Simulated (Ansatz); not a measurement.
`[SiH3][SnH]([Cl])[Cl]` + `O[Si](S)(S)Cl` → `O[Si]([SiH3])(S)Cl` + `[SH][SnH]([Cl])[Cl]`  (redistribution)

Computed with Ansatz on PBE0-D4/def2-TZVP structures; ΔE is electronic, products minus reactants. CCSD(T)/CBS is the MP2 limit (def2-TZVPP, def2-QZVPP) plus CCSD(T) − MP2 in def2-TZVPP, frozen cores. Functionals use def2-TZVPP. def2 core potentials past Kr. For Sn outer-core shells are correlated without core-valence functions, which leaves a few kJ/mol of doubt a bond. Each species was taken in one conformer, which may not be the lowest.

```tsv
level	ΔE (kJ/mol)
LDA (SPW92)	42.1
r2SCANh-D4	41.4
revPBE	34.7
BLYP	34.3
RPA@PBE/def2-TZVPP	36.3
HF/def2-QZVPP	36.4
MP2/def2-QZVPP	44.3
SCS-MP2/def2-QZVPP	41.2
```

Problem. What does CCSD(T)/CBS give? (An estimate is asked.)

Solution. The calculation gave: +39.1 kJ/mol. The listed levels differ from it by 3.0, 2.3, -4.4, -4.8, -2.8, -2.7, 5.2, 2.1 kJ/mol.

Largest T1 diagnostic among the species: 0.012.

From BLYP to BHLYP (50 % exact exchange), in def2-TZVPP and without D4, ΔE moves by +5.1 kJ/mol. Leaving LDA and LC-ωPBE aside and taking each functional with its dispersion term where it has one, the values, not all of them listed here, spread over 8.1 kJ/mol, from BLYP-D4 to ωB97M-V. LDA lies +5.8 kJ/mol from PBE without D4.
